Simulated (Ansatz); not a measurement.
Calculated with Ansatz (gas phase, PBE0-D4/def2-TZVP geometries, no zero-point term in ΔE). CCSD(T)/CBS adds triple-zeta CCSD(T) − MP2 to the extrapolated MP2 energy (def2 sets, frozen cores). Functionals use def2-TZVPP. For Ge outer-core shells are correlated without core-valence functions, which leaves a few kJ/mol of doubt a bond. Scalar relativity is left out up to krypton. One conformer a species, not always the lowest.

`F[SiH2][AlH][GeH3]` + `C=C(S)S` → `C=C(S)S[SiH2]F` + `[AlH2][GeH3]`  (cleavage of the Si–Al bond)

`F[SiH2][AlH][GeH3]`:

Cartesian coordinates in Å:
```
F -0.532 -3.455 -0.076
Si -0.573 -1.978 0.571
Al 0.334 -0.250 -0.936
Ge 0.402 2.093 -0.124
H -1.993 -1.696 0.931
H 0.189 -2.040 1.853
H 0.877 -0.597 -2.388
H -0.306 2.287 1.230
H -0.255 3.068 -1.123
H 1.858 2.569 0.062
```

`C=C(S)S`:

Cartesian coordinates in Å:
```
C 0.801 -0.578 0.671
C 0.044 0.065 -0.215
S -1.658 -0.231 -0.528
S 0.754 1.248 -1.307
H 0.414 -1.406 1.253
H 1.833 -0.288 0.823
H -1.908 -0.920 0.599
H -0.278 2.109 -1.296
```

`C=C(S)S[SiH2]F`:

Z-matrix (Å, degrees):
```
Si
S 1 2.118
F 1 1.598 2 111.2
H 1 1.477 2 110.2 3 118.6
H 1 1.480 2 106.4 3 -117.3
C 2 1.783 1 96.7 3 -73.6
S 6 1.759 2 117.5 1 -93.2
C 6 1.330 2 121.4 1 84.9
H 7 1.341 6 96.4 2 -24.2
H 8 1.084 6 120.9 2 177.1
H 8 1.082 6 120.7 2 -3.5
```

`[AlH2][GeH3]`:

```xyz
7

Al    0.944    0.515   -0.953
Ge   -0.670   -0.395    0.692
H     0.687    0.336   -2.509
H     2.231    1.304   -0.461
H    -0.022   -0.754    2.043
H    -1.766    0.648    1.000
H    -1.403   -1.654    0.189
```

```json
{"species": "`F[SiH2][AlH][GeH3]`", "ωB97M-V energy (Eh)": "-2712.27668"}
{"species": "`C=C(S)S`", "ωB97M-V energy (Eh)": "-874.94580"}
{"species": "`C=C(S)S[SiH2]F`", "ωB97M-V energy (Eh)": "-1264.98880"}
{"species": "`[AlH2][GeH3]`", "ωB97M-V energy (Eh)": "-2322.26260"}
```

**Question.** Work out ΔE.

**Answer.** ΔE = (-1264.98880) + (-2322.26260) − (-2712.27668) − (-874.94580) = -0.02892 Eh = -75.9 kJ/mol. CCSD(T)/CBS gives -70.3 kJ/mol.

Largest T1 diagnostic among the species: 0.013.

The D4 term adds −9.6 kJ/mol with B3LYP and −5.3 kJ/mol with PBE0; it sums over pairs of atoms, weighted by their polarisabilities, and B3LYP, whose exchange is more repulsive, gets the larger term. From PBE to PBE0 (25 % exact exchange), in def2-TZVPP and without D4, ΔE moves by −5.1 kJ/mol.

B3LYP here is the variant with VWN-RPA as its local correlation; programs differ in this.
